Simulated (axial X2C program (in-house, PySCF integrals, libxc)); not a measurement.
# Potential curves of TiO⁺, with spin–orbit coupling

Calculated with an in-house all-electron X2C program for linear molecules (integrals from PySCF). Two-component (2c) means X2C with spin–orbit coupling and atomic mean-field two-electron Coulomb and Gaunt terms. Basis: Ti dyall-cv3z [10s10p6d4f2g], O dyall-av3z [7s6p3d2f] (cores contracted in-house); Gaussian nuclei, density fitting, unrestricted open shells. Masses: Ti 47.948 u, O 15.995 u.

State: Ω = 3/2 (⟨Sz⟩ = -0.50, ⟨Lz⟩ = 2.00 at PBE0). Energies in eV from the lowest point of each curve. Fits are polynomials in 1 − R0/R over 0.85 to 1.23 times the lowest point R0.

```json
{"R (Å)": "1.3546", "PBE0": "1.6378"}
{"R (Å)": "1.4169", "PBE0": "0.7074"}
{"R (Å)": "1.4636", "PBE0": "0.2900"}
{"R (Å)": "1.5103", "PBE0": "0.0662"}
{"R (Å)": "1.5570", "PBE0": "0.0000"}
{"R (Å)": "1.6115", "PBE0": "0.0811"}
{"R (Å)": "1.6660", "PBE0": "0.2930"}
{"R (Å)": "1.7361", "PBE0": "0.7013"}
{"R (Å)": "1.8217", "PBE0": "1.3177"}
{"R (Å)": "1.9463", "PBE0": "2.2321"}
```

The state is a single determinant with fixed occupations, the lowest that a limited PBE0 search found. Density functionals use the spin component along the axis (collinear). The functionals have no current-density term, which raises determinants with orbital currents, atoms included. The determinant is spin-polarised beyond a pure state at some levels (its spin-free form has ⟨S²⟩ too high), which makes Re and μ there less reliable.

Question: Fit the PBE0 curve near its minimum: give the equilibrium distance and the harmonic wavenumber.

Answer: At PBE0, 2c: Re = 1.556 Å, ωe ≈ 1150 cm⁻¹; Be follows as 0.58 cm⁻¹.
